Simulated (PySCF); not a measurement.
# S⁺: ionisation energy

S⁺ [Ne] 3s2 3p3 (4S) → S²⁺ [Ne] 3s2 3p2 (3P), as a difference of total energies. All numbers are calculated (PySCF 2.14, the non-relativistic Hamiltonian (point nucleus), in dyall-av2z). Correlated levels: valence: [Ne] frozen; virtual orbitals above 40 to 60 times the deepest correlated orbital energy dropped. The calculations carry no spin-orbit coupling.

Problem. Order these methods by the ionisation energy they give, lowest first.
A. PBE0
B. PBE
C. MP2 (valence)
D. UHF

Solution. D (22.726 eV), C (23.198 eV), B (23.314 eV), A (23.376 eV).

A first-order spin-orbit estimate (lowest level to lowest level, LS coupling) adds -0.061 eV.

Errors of the correlated levels include the incompleteness of this basis and the frozen core.

For comparison: 23.338 eV (measured; NIST Atomic Spectra Database, ionization energies).
